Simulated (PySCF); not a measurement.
SMILES CB(C)O[Si](O)(O)O, singlet (GFN2-xTB optimised geometry):

```
17

Si    -0.966     1.412     0.023
O     -2.169     0.452    -0.493
O     -1.347     1.928     1.510
O     -0.764     2.741    -0.899
O      0.424     0.596     0.000
B      1.056    -0.577     0.000
C      0.245    -1.944     0.005
C      2.649    -0.577     0.000
H     -3.070     0.700    -0.305
H     -0.806     2.598     1.917
H     -0.438     2.652    -1.790
H      0.744    -2.741    -0.539
H      0.127    -2.289     1.031
H     -0.754    -1.813    -0.401
H      3.023    -0.923    -0.962
H      3.070     0.409     0.179
H      3.049    -1.258     0.747
```

Method: CAM-B3LYP/def2-SVP (PySCF 2.14.0).

**Question.** What are the frontier orbital energies and the dipole moment?

**Answer.** HOMO-2 -10.63 eV, HOMO-1 -10.37 eV, HOMO -9.10 eV, LUMO 1.91 eV, LUMO+1 1.98 eV; dipole moment 1.00 D.

Meta-Löwdin charges at CAM-B3LYP/def2-SVP: Si1 1.56, O2 -0.72, O3 -0.72, O4 -0.72, O5 -0.58, B6 0.38, C7 -0.43, C8 -0.42, H9 0.34, H10 0.34, H11 0.33, H12 0.10, H13 0.11, H14 0.11, H15 0.11, H16 0.10, H17 0.11.
